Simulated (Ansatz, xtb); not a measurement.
A geometry optimisation of H3NSi2Sn with r2SCAN-D4/def2-SVP

The starting geometry of this gas-phase singlet was built from a drawn formula by distance geometry and a force field; its bonds are those of `[SiH]1=[Sn]2[SiH2][N]12`.

```csv
atom,x (Å),y (Å),z (Å)
N,-0.2218,-0.5976,0.9243
Si,-0.5482,-1.9461,-0.2555
Si,0.6841,-1.4977,2.1224
Sn,1.5508,-0.8342,-0.1355
H,-1.5321,-2.7671,-0.9515
H,0.3603,-2.9602,2.2859
H,1.1645,-0.6636,3.2163
```

Where would you expect an optimisation with r2SCAN-D4/def2-SVP to take it?

A bond breaks, giving a structure given below by its coordinates. Contacts that open: N1–Sn4 (2.08 → 2.92 Å).

The energy falls by 2.37 eV over 10 steps:

| step | E − E(last) (eV) |
| --- | --- |
| 1 | 2.368 |
| 2 | 0.815 |
| 3 | 0.332 |
| 4 | 0.197 |
| 5 | 0.053 |
| 6 | 0.010 |
| 7 | 0.002 |
| 8 | 0.000 |
| 9 | 0.000 |
| 10 | 0.000 |

Final geometry (Å):

```json
{"atom": "N", "x (Å)": "-0.6960", "y (Å)": "-1.1871", "z (Å)": "1.1088"}
{"atom": "Si", "x (Å)": "-0.4794", "y (Å)": "-1.9862", "z (Å)": "-0.3584"}
{"atom": "Si", "x (Å)": "0.7296", "y (Å)": "-1.5150", "z (Å)": "2.0740"}
{"atom": "Sn", "x (Å)": "1.8708", "y (Å)": "-1.0083", "z (Å)": "-0.2723"}
{"atom": "H", "x (Å)": "-1.7207", "y (Å)": "-2.2054", "z (Å)": "-1.1848"}
{"atom": "H", "x (Å)": "0.7823", "y (Å)": "-2.8703", "z (Å)": "2.6978"}
{"atom": "H", "x (Å)": "0.9711", "y (Å)": "-0.4941", "z (Å)": "3.1412"}
```

From the same start GFN2-xTB reaches the same bonding as this run.

No frequencies were run, so the end isn't proven a minimum. Atoms past krypton carry core potentials, without spin–orbit terms. Run with Ansatz 0.2.0, 23 s on 1 thread of Intel(R) Xeon(R) 6975P-C (Granite Rapids), on a shared host.
